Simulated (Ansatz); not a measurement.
System (SMILES): [Cl][Al] (Al-Cl) (closed-shell singlet).
Atoms: Al1, Cl2. Bonds: Al1-Cl2.

How fast the optimised Al1-Cl2 bond length converges with the basis for several methods (Ansatz, a program for electronic structure): deviation from each method's own reference, in Å. References: CCSD(T) 2.1378 Å, the value in pcseg-3; HF 2.1460 Å, the value in pcseg-4; MP2 2.1393 Å, the value in pcseg-4; PBE 2.1608 Å, the value in pcseg-4; PBE0 2.1429 Å, the value in pcseg-4. All functions are spherical. In correlated methods cores are frozen. No added dispersion term, no relativity. The reference of a correlated method is not its basis-set limit, which lies further on.

```
basis              functions  CCSD(T)       HF      MP2      PBE     PBE0
-----------------  ---------  -------  -------  -------  -------  -------
pcseg-1                   36   0.0203   0.0189   0.0162   0.0220   0.0205
cc-pV(D+d)Z               46   0.0208   0.0216   0.0162   0.0176   0.0193
pcseg-2                   68  -0.0120  -0.0035  -0.0133  -0.0018  -0.0025
6-311++G(2d,2p)           70   0.0194   0.0078   0.0171   0.0096   0.0088
def2-TZVPD                89   0.0133   0.0035   0.0098   0.0041   0.0042
6-311++G(3df,3pd)         94   0.0077   0.0001   0.0044   0.0012   0.0010
cc-pV(Q+d)Z              128   0.0032  -0.0004   0.0009  -0.0009  -0.0004
def2-QZVPP               140   0.0031  -0.0005   0.0008   0.0005   0.0004
```

Mean absolute deviation over pcseg-2, 6-311++G(2d,2p), def2-TZVPD, 6-311++G(3df,3pd): HF 0.0037, PBE0 0.0041, PBE 0.0042, MP2 0.0111, CCSD(T) 0.0131 Å.
